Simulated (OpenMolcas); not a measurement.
## 3s2 3p along the 13-electron sequence

| Item | Value |
| --- | --- |
| Program | OpenMolcas |
| Method | SS-CASPT2, IPEA 0.25 Eh, imaginary shift 0.1 Eh |
| Basis | ANO-R2 |
| Scalar Hamiltonian | X2C, finite nucleus |
| Spin-orbit coupling | state interaction with AMFI integrals over the reference wave functions, term energies averaged over their components |

Active space for each ion: 3 electrons in 8 orbitals (3s 3p 4s 4p); closed shells correlated by CASPT2: 2s 2p.

Computed levels in cm-1 above 2P* 1/2:

| Level | P2+ | S3+ | Cl4+ | Ar5+ |
| --- | --- | --- | --- | --- |
| 2P* 3/2 | 489 | 839 | 1348 | 2050 |
| weight of 2P* in the lowest level (%) | 100 | 100 | 100 | 100 |

Measured, with the error of the calculation in %. Measured levels: P2+ from Martin, Zalubas and Musgrove, J. Phys. Chem. Ref. Data 14, 751 (1985); S3+ from NIST levels in Podobedova, Kelleher and Wiese, J. Phys. Chem. Ref. Data 38, 171 (2009); Ar5+ from Saloman, J. Phys. Chem. Ref. Data 39, 033101 (2010).

| Level | P2+ | S3+ | Ar5+ |
| --- | --- | --- | --- |
| 2P* 3/2 | 559 (-12.6) | 951 (-11.8) | 2208 (-7.1) |

The fine-structure level 2P* 3/2 changes by a factor of 4.19 from P2+ to Ar5+. Its fourth root runs 4.70, 5.38, 6.06, 6.73, with steps per unit of Z of 0.68, 0.68, 0.67; equal steps would mean a (Z - σ)^4 law with constant σ.

Over all roots computed the reference weight is 0.86 to 0.99 in P2+, 0.87 to 0.98 in S3+, 0.88 to 0.99 in Cl4+, 0.89 to 0.99 in Ar5+; the roots of lowest weight are the least certain, and an intruder state may touch them. The run also gave levels led by 3s2 4p, which use shells meant for correlation; these and all levels above them are left out (holds for P2+). Active for correlation alone: 4p 4s; no level in the range computed is led by a configuration that fills them, so any true level of that kind is missing (holds for S3+; Cl4+; Ar5+). Measured partners are found by configuration, term and J. A level has none where our copy of the source lacks it or the pairing is in doubt (some pairs that miss far off the trend of their configuration count as doubtful), and it then counts in no deviation. Levels of configurations outside the active space are missing.

* marks odd parity.
